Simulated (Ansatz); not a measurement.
```tsv
atom	x (Å)	y (Å)	z (Å)
Si	-0.0027	-0.0042	-1.1646
Si	0.0084	-0.0051	1.1749
H	-0.0089	-1.4082	-1.6890
H	-1.2217	0.6949	-1.6859
H	1.2225	0.6986	-1.6833
H	-0.0030	1.4104	1.6964
H	-1.2072	-0.7057	1.6935
H	1.2072	-0.6963	1.6889
```

Basis set: STO-3G (spherical functions). Correlated methods keep 10 orbitals frozen. Charge 0, multiplicity 1.

Computed with Ansatz (development build ahead of 0.2.0); each method stands on the lowest determinant of its kind that the runs found. Restricted open shells among the atoms or ions are ROHF, correlated in semicanonical orbitals with singles.

(1) Give the atomization energy at this shape (free ground-state atoms in the same class of orbitals less the molecule, no zero-point energy) of singlet Si2H6 by RHF-MP2, RHF.

## Answers

(1)

| method | atomization energy |
| --- | --- |
| RHF-MP2 | 2696.9 kJ/mol |
| RHF | 2512.9 kJ/mol |

This basis has no polarisation functions and is too small for such energies, which can lie far from measured ones in either direction.
